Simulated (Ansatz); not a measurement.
`[F][SbH][SbH2]`, 6 atoms. Total charge 0; spin multiplicity 1. Correlated methods include outer-core shells of Sb, which these sets cover unevenly. Sb: def2 effective core potential. All runs use 2 threads of an Arm Neoverse V1 on a shared host. Correlated methods freeze the cores.

(1) Give the basis size and wall time and peak host memory of each of these runs in Ansatz. direct RPA on PBE orbitals/def2-TZVPP energy; RKS HSE06 (plane-wave form)-D4/def2-TZVPP energy; RHF-MP2/def2-QZVPP energy; RKS PBE0-D4/def2-TZVP relaxation (7 steps); RKS ωB97M-V/def2-SVP energy; RKS r2SCANh-D4/def2-TZVPP energy; RKS ωB97M-V/def2-QZVPP energy; RKS PBE0-D4/def2-SVP energy; RKS PBE0-D4/def2-QZVPP energy; RKS PBE-QIDH (frozen core)/def2-TZVPP energy; RHF-CCSD(T)/def2-SVP energy; RKS PBE0-D4/def2-TZVP frequencies. (An estimate is asked.)

## Answers

(1) Computed: Other jobs shared the machine, so times are rough.

| level | job | functions | wall time | peak host memory (GiB) |
| --- | --- | --- | --- | --- |
| RKS PBE0-D4/def2-SVP | energy | 81 | 1.6 s | 0.35 |
| RKS HSE06 (plane-wave form)-D4/def2-TZVPP | energy | 173 | 3.8 s | 0.4 |
| RKS r2SCANh-D4/def2-TZVPP | energy | 173 | 6 s | 0.39 |
| direct RPA on PBE orbitals/def2-TZVPP | energy | 173 | 6.5 s | 0.38 |
| RHF-CCSD(T)/def2-SVP | energy | 81 | 6.5 s | 0.35 |
| RKS PBE-QIDH (frozen core)/def2-TZVPP | energy | 173 | 7 s | 0.4 |
| RKS ωB97M-V/def2-SVP | energy | 81 | 8 s | 0.35 |
| RKS PBE0-D4/def2-QZVPP | energy | 311 | 8 s | 0.82 |
| RHF-MP2/def2-QZVPP | energy | 311 | 16 s | 1.1 |
| RKS ωB97M-V/def2-QZVPP | energy | 311 | 22 s | 1 |
| RKS PBE0-D4/def2-TZVP | relaxation (7 steps) | 149 | 31 s | 0.34 |
| RKS PBE0-D4/def2-TZVP | frequencies | 149 | 110 s | 0.35 |
